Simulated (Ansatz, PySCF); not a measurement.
Reaction (SMILES): C#CC(F)(F)F [3,3,3-trifluoroprop-1-yne] + 7 [H][H] (H2) -> 3 C (CH4) + 3 F (HF)
Geometries: B3LYP-D3(BJ)/def2-TZVP minima from Ansatz (an electronic-structure program). Frequencies are from Ansatz or PySCF.

Wanted: energy of full hydrogenation (enthalpy at 298 K, with B3LYP-D3(BJ) rigid-rotor harmonic-oscillator terms), in eV. Valence correlation only, unless marked. No spin-orbit coupling. No relativistic terms. CBS(X,Y): correlation extrapolated as X^-3; Hartree-Fock from the larger set.

CCSD(T)/CBS(cc-pVTZ,cc-pVQZ) (Ansatz) gives -6.46 eV.

Q: Another calculation gave -6.33 eV. Which level was it?
(A) BLYP/def2-TZVPD (Ansatz)
(B) SVWN5/def2-TZVPD (Ansatz)
(C) B97M-V/def2-TZVPD (Ansatz)
(D) B2GP-PLYP/def2-TZVPD (Ansatz)

A: D, B2GP-PLYP/def2-TZVPD (Ansatz). The others give -6.64 (SVWN5), -5.86 (BLYP), -6.45 (B97M-V) eV.
